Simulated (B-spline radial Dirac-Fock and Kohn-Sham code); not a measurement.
Z = 23 (vanadium), transition energy 1000 keV. Level of theory: a Dirac-Hartree-Slater potential of the neutral atom with a Latter tail (no hole, which puts coefficients of high multipoles low close above an edge), finite nucleus with surface currents; a radial B-spline solver. Subshells that would emit electrons below 1 keV are left out.

Q: A pure transition shows α(K) = 0.000901, L1/L2 = 58.0 and L1/L3 = 107. What is its multipolarity?
A. M1
B. E4
C. E3
D. E2
E. M4
F. M3
G. M2
H. E1

A: E. For comparison, α(K), L1/L2, L1/L3 are E1 5.47e-05, 312, 124; E2 0.000126, 148, 120; E3 0.000263, 74.2, 100; E4 0.000533, 42.6, 77.5; M1 9.64e-05, 213, 242; M2 0.000213, 125, 273; M3 0.000444, 82.1, 187.

Values without a named source are computed, but for edge energies of neutral atoms, which are taken from tables.
